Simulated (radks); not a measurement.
Results of a calculation; reference values are marked as such.
Au XLII, configuration [Kr] 4d2. Level of theory: non-relativistic Kohn-Sham, LDA (Slater exchange, Perdew-Wang correlation), spin-unpolarised, spherical densities, point nucleus; relativity is left out, which matters for an element this heavy (a radial shooting solver on a logarithmic mesh with Libxc functionals). Some entries of the table are withheld. Estimate them.

orbital,occ.,eigenvalue (eV),<1/r> (bohr^-1)
1s,2,-74914.35,(1)
2s,2,-14081.48,18.47
2p,6,-13616.54,18.50
3s,2,-4677.448,(2)
3p,6,-4463.172,7.214
3d,10,-4068.211,(3)
4s,2,-2181.910,3.599
4p,6,-2087.237,3.549
4d,2,(4),3.448
5s,0,-1258.783,2.125
5p,0,-1212.776,2.094

Answer. 
(1) 1s <1/r> (bohr^-1): 78.40
(2) 3s <1/r> (bohr^-1): 7.259
(3) 3d <1/r> (bohr^-1): 7.133
(4) 4d eigenvalue (eV): -1919.003
